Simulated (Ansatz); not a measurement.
Mulliken charges of `C[SiH]1C=C1` from r2SCAN/def2-TZVPP in Ansatz (PBE0-D4/def2-TZVP geometry).

```csv
atom,x (Å),y (Å),z (Å),charge (e)
C1,-1.304,0.294,-0.921,-0.294
Si2,-0.238,-0.250,0.506,0.395
C3,1.487,-0.757,0.323,-0.187
C4,1.385,0.459,0.862,-0.187
H5,-0.690,0.689,-1.732,0.076
H6,-2.004,1.072,-0.604,0.075
H7,-1.891,-0.544,-1.305,0.075
H8,-1.063,-0.808,1.609,-0.105
H9,2.310,-1.408,0.053,0.076
H10,2.092,1.203,1.211,0.076
```

Q: By hand: the dipole of these point charges (1 e Å = 4.8032 D).

A: Σ q r = (-0.146, 0.032, -0.099) e Å, of length 0.179 e Å = 0.86 D.

Q: How does the dipole of the full density compare? (Best estimate.)

A: The calculation gave: (-0.023, 0.056, -0.131) e Å, 0.69 D; the point charges give 1.25 times that, at 46° from its direction.

Point charges leave out the atoms' own dipoles, such as those of lone pairs, and Mulliken's split depends on the basis, so the two needn't agree.
